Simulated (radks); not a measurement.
Question: The table gives one normalised radial function P(r) = r R(r) of B2+ in [He] 3d1 (r in bohr). Method: scalar-relativistic Kohn-Sham, r2SCAN, spin-polarised, spherical densities, finite nucleus; open shells are filled with parallel spins first; meta-GGA in the generalised Kohn-Sham scheme; Fermi nuclear charge, rms radius 2.406 fm; computed with a radial shooting solver on a logarithmic mesh with Libxc functionals.

| r | P |
|---|---|
| 0.0197 | 0.0000 |
| 0.02757 | 0.0000 |
| 0.03858 | 0.0000 |
| 0.05398 | 0.0001 |
| 0.07614 | 0.0002 |
| 0.1066 | 0.0005 |
| 0.1491 | 0.0013 |
| 0.2086 | 0.0033 |
| 0.292 | 0.0080 |
| 0.4086 | 0.0188 |
| 0.5717 | 0.0421 |
| 0.8 | 0.0884 |
| 1.119 | 0.1799 |
| 1.567 | 0.3211 |
| 2.21 | 0.4838 |
| 3.092 | 0.5619 |
| 4.327 | 0.4606 |
| 6.055 | 0.2304 |
| 8.473 | 0.0579 |
| 11.86 | 0.0059 |

Which n and l does it have? It may be an empty orbital.

Answer: n = 3, l = 2: the number of nodes gives n - l - 1 = 0, the rise at small r (about r^(l+1)) gives l, and the extent must fit the shell. The curve is that of 3d up; the table hardly tells the two spins apart. 3d up: eigenvalue -10.744 eV, 0 radial nodes, <r> = 3.58 bohr, 90 % of the charge inside 5.36 bohr.
